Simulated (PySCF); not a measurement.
C5H6F2O.
SMILES: `C(F)(F)O/C=C/C=C`

Computed with PySCF, TDDFT CAM-B3LYP/def2-SVPD, vertical, gas phase, core orbitals frozen in the response. One conformer (not necessarily the lowest) at the PBE0-D3(BJ)/def2-SVP geometry, without solvent, vibrations or thermal averaging. Torsions of this conformer, `[CH2:1]=[CH:2]/[CH:3]=[CH:4]/[O:5][CH:6]([F:7])[F:8]`: C1–C2–C3–C4 -179°, C3–C4–O5–C6 -16°, C4–O5–C6–F7 -167°.

Relations used (vacuum, state to state): A = 0.6670 f ν̃² s⁻¹ (ν̃ in cm⁻¹); τ = 1/A; f = (2/3) ΔE |μ|² in atomic units; ∫σ dE = 109.76 f Mb·eV.

The rates are for emission to S0 at the absorption energy, with no other channel.

Energies and rates of the computed singlets with f of 0.002 or more:

| state | E (eV) | A (s⁻¹) |
| --- | --- | --- |
| S1 | 5.73 | 1.04×10⁹ |
| S3 | 6.64 | 2.91×10⁷ |
| S4 | 7.03 | 9.79×10⁶ |
| S5 | 7.19 | 9.82×10⁷ |
| S6 | 7.77 | 2.17×10⁷ |
| S7 | 7.83 | 7.28×10⁶ |
| S9 | 7.98 | 3.47×10⁷ |
| S10 | 8.30 | 1.66×10⁷ |

Q: Go back from the rates to the oscillator strengths and transition dipoles.

A: f = A / (0.6670 ν̃²), and |μ| follows from f:

```
state       f  |μ| (D)       τ  main configurations (H = HOMO, L = LUMO)
   S1   0.727     5.78  970 ps                                 H→L (97%)
   S3   0.015     0.78   34 ns     H→L+1 (47%), H→L+2 (36%), H→L+3 (11%)
   S4  0.0046     0.41  100 ns                               H→L+4 (88%)
   S5   0.044     1.27   10 ns      H→L+3 (73%), H→L+1 (10%), H→L+7 (9%)
   S6  0.0083     0.53   46 ns     H→L+5 (61%), H→L+6 (13%), H→L+7 (11%)
   S7  0.0027     0.30  140 ns     H→L+6 (58%), H-1→L (15%), H→L+5 (12%)
   S9   0.013     0.64   29 ns                  H-1→L (70%), H→L+6 (11%)
  S10  0.0055     0.42   60 ns      H→L+7 (51%), H-3→L (11%), H→L+5 (9%)
```

Q: Suppose S1 emitted 0.3 eV lower with the same transition dipole. How would A change?

A: At fixed |μ|, A goes as the cube of the energy: (5.43/5.73)³ = 0.85, which makes τ about 1.1 ns.

Q: What is the integrated cross-section of all computed states together?

A: Σf = 0.821 over S1 to S10, so 109.76 × Σf ≈ 90.1 Mb·eV.

Q: Which computed singlets stay under f = 0.002?

A: S2 (6.54 eV, f 0.0012) and S8 (7.85 eV, f 0.0004).

All these states lie below the vertical ionisation energy of 8.75 eV (ΔSCF).

Hardware: an Arm Neoverse V1 with one thread, shared host. Cost: 83 s of wall time.
